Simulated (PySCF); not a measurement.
Start geometry of `[SiH3]O[SiH2][Se][SiH3]` from GFN2-xTB (Å):
```
atom  x, y, z in Å
Si1   -2.0673    0.7159   -0.2485
O2    -1.1819   -0.6113   -0.2715
Si3   -0.2200   -1.7003    0.3934
Se4    1.5235   -0.6456    1.5107
Si5    2.2520    0.7636   -0.1124
H6    -2.1702    1.0954   -1.6696
H7    -3.3591    0.3668    0.3401
H8    -1.3908    1.7668    0.5375
H9     0.3273   -2.4382   -0.7106
H10   -0.9173   -2.4611    1.4216
H11    3.5148    1.2512    0.4328
H12    1.2991    1.8533   -0.2835
H13    2.3958    0.0267   -1.3503
```

Task: What comes out of this run: PBE0-D3(BJ)/def2-SVP geometry optimisation, gas phase (PySCF 2.14.0)?

Result: 
```
atom  x, y, z in Å
Si1   -2.0233    0.7853   -0.1477
O2    -1.1104   -0.5926   -0.3537
Si3   -0.1271   -1.6862    0.4022
Se4    1.5206   -0.6224    1.5698
Si5    2.1487    0.6797   -0.2050
H6    -2.0521    1.5154   -1.4455
H7    -3.4120    0.4070    0.2467
H8    -1.4240    1.6496    0.9113
H9     0.4577   -2.5458   -0.6606
H10   -0.8726   -2.4964    1.4071
H11    3.4942    1.2268    0.1287
H12    1.1930    1.8071   -0.4155
H13    2.2139   -0.1447   -1.4478
```

The energy falls by 0.329 eV over 10 energy and gradient evaluations, the largest force component goes from 0.0304 to 4.4e-04 Eh/bohr, and the atoms move by 0.212 Å rms after alignment. The bond that changes most is Si1–O2 (oxygen-bound silicon to siloxane oxygen), which lengthens by 0.070 Å. Bonds longer at the end by more than 0.005 Å: 11 of 12; shorter: 1. Among the angles that change most is Si1–O2–Si3, from 153.5° to 144.7°. Rotational constants go from 2220, 915.6, 742.5 to 2168, 932.6, 775.4 MHz. The orientation of the end geometry is arbitrary; only internal coordinates are fixed.

The run used 140 basis functions and 63 SCF cycles in all.

No PBE0-D3(BJ)/def2-SVP frequencies stand behind this structure, so it isn't proved a minimum. One conformer, not necessarily the lowest.
